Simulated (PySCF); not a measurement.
Si(F)2(OH)(SeH) (F2H2OSeSi), SMILES O[Si](F)(F)[SeH].

The structure is a stationary point at B3LYP-D3(BJ)/def2-SVP. The structure was generated by enumeration, and PubChem lists no compound with its InChIKey, so it may never have been made. Other conformers were not sampled.

All values below come from TDDFT-PBE/def2-SVPD (PySCF).

Vertical excitations. 

Computed excitation energies, oscillator strengths and character:
| state | energy (eV) | λ (nm) | f | main pairs |
|---|---|---|---|---|
| S1 | 5.38 | 230 | 0.045 | HOMO→LUMO 97 % |
| S2 | 5.50 | 225 | 0.011 | HOMO→LUMO+1 98 % |
| S3 | 6.44 | 192 | 0.001 | HOMO→LUMO+2 95 % |
| S4 | 6.90 | 180 | 0.002 | HOMO→LUMO+3 90 % |
| S5 | 7.07 | 175 | 0.043 | HOMO−1→LUMO 96 % |
| S6 | 7.13 | 174 | 0.001 | HOMO→LUMO+4 72 %, HOMO−1→LUMO+1 24 % |
| S7 | 7.35 | 169 | 0.005 | HOMO→LUMO+5 74 %, HOMO−1→LUMO+1 16 % |
| S8 | 7.50 | 165 | 0.017 | HOMO→LUMO+6 84 % |
| S9 | 7.58 | 164 | 0.114 | HOMO−2→LUMO 46 %, HOMO−2→LUMO+1 19 %, HOMO−1→LUMO+1 12 %, HOMO→LUMO+5 9 % |
| S10 | 7.64 | 162 | 0.047 | HOMO−2→LUMO 52 %, HOMO−2→LUMO+1 12 %, HOMO−1→LUMO+1 11 %, HOMO→LUMO+5 9 % |
| T1 | 5.00 | 248 | 0 | HOMO→LUMO 79 %, HOMO→LUMO+1 21 % |
| T2 | 5.14 | 241 | 0 | HOMO→LUMO+1 78 %, HOMO→LUMO 21 % |
| T3 | 6.13 | 202 | 0 | HOMO→LUMO+2 96 % |
| T4 | 6.53 | 190 | 0 | HOMO−1→LUMO+1 45 %, HOMO→LUMO+3 37 % |
Triplets are in the Tamm–Dancoff approximation, which puts them higher than full response would, so one can lie above its singlet here.
